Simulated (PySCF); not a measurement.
C$_{4}$H$_{9}$O$_{2}$ (SMILES CO[CH]COC), doublet, geometry from GFN2-xTB. Base run: HF/STO-3G (PySCF).

Geometry (Å):
```xyz
15

C      2.4413     0.1012    -0.1437
O      1.5673    -0.9495    -0.4614
C      0.2293    -0.7760    -0.2267
C     -0.3224     0.2287     0.7274
O     -1.7301     0.2714     0.6837
C     -2.2340     0.7872    -0.5242
H      2.4383     0.3192     0.9294
H      3.4341    -0.2336    -0.4417
H      2.1901     1.0148    -0.6937
H     -0.3129    -1.6951    -0.3746
H      0.0912     1.2332     0.5273
H     -0.0908    -0.0261     1.7773
H     -1.8881     0.1994    -1.3811
H     -1.9266     1.8318    -0.6646
H     -3.3182     0.7345    -0.4542
```
Charge 0, spin multiplicity 2.
Orbitals are unrestricted.
All else is at PySCF's defaults.

The base run was repeated with changes; each row names its change, and settings that it needs were set with it.

```json
[
 {"change": "base", "E (Eh)": "-302.48491", "HOMO (eV)": "-6.82", "dipole (D)": "1.62", "<S^2>": "0.760", "core-seconds (rough)": "1", "outcome": "converged"},
 {"change": "functional = r2scan", "E (Eh)": "-304.07848", "HOMO (eV)": "-0.86", "dipole (D)": "1.66", "<S^2>": "0.753", "core-seconds (rough)": "20", "outcome": "converged"},
 {"change": "functional = o3lyp", "E (Eh)": "-304.18060", "HOMO (eV)": "-1.24", "dipole (D)": "1.72", "<S^2>": "0.752", "core-seconds (rough)": "10", "outcome": "converged"},
 {"change": "functional = m062x", "E (Eh)": "-304.20357", "HOMO (eV)": "-3.55", "dipole (D)": "1.77", "<S^2>": "0.753", "core-seconds (rough)": "10", "outcome": "converged"},
 {"change": "functional = revpbe", "E (Eh)": "-304.13764", "HOMO (eV)": "-0.35", "dipole (D)": "1.68", "<S^2>": "0.752", "core-seconds (rough)": "8", "outcome": "converged"},
 {"change": "functional = camb3lyp", "E (Eh)": "-304.04631", "HOMO (eV)": "-3.58", "dipole (D)": "1.77", "<S^2>": "0.752", "core-seconds (rough)": "20", "outcome": "converged"},
 {"change": "functional = tpss", "E (Eh)": "-304.30755", "HOMO (eV)": "-0.64", "dipole (D)": "1.68", "<S^2>": "0.752", "core-seconds (rough)": "20", "outcome": "converged"},
 {"change": "functional = b3lyp", "E (Eh)": "-304.20555", "HOMO (eV)": "-1.86", "dipole (D)": "1.73", "<S^2>": "0.752", "core-seconds (rough)": "10", "outcome": "converged"},
 {"change": "functional = scan", "E (Eh)": "-304.11731", "HOMO (eV)": "-0.91", "dipole (D)": "1.70", "<S^2>": "0.753", "core-seconds (rough)": "20", "outcome": "converged"},
 {"change": "functional = b97-1", "E (Eh)": "-304.15297", "HOMO (eV)": "-1.80", "dipole (D)": "1.73", "<S^2>": "0.752", "core-seconds (rough)": "10", "outcome": "converged"},
 {"change": "functional = wb97m_v", "E (Eh)": "-", "HOMO (eV)": "-", "dipole (D)": "-", "<S^2>": "-", "core-seconds (rough)": "-", "outcome": "cut at the time limit"},
 {"change": "functional = bp86", "E (Eh)": "-304.20372", "HOMO (eV)": "-0.43", "dipole (D)": "1.71", "<S^2>": "0.752", "core-seconds (rough)": "10", "outcome": "converged"},
 {"change": "functional = lc_wpbe", "E (Eh)": "-304.03983", "HOMO (eV)": "-5.06", "dipole (D)": "1.78", "<S^2>": "0.753", "core-seconds (rough)": "20", "outcome": "converged"}
]
```

Totals shift with the method and basis; they matter in differences.

Open shells are given as the SCF converged; they aren't shown to be the lowest states, and a large step between rows can be another state.
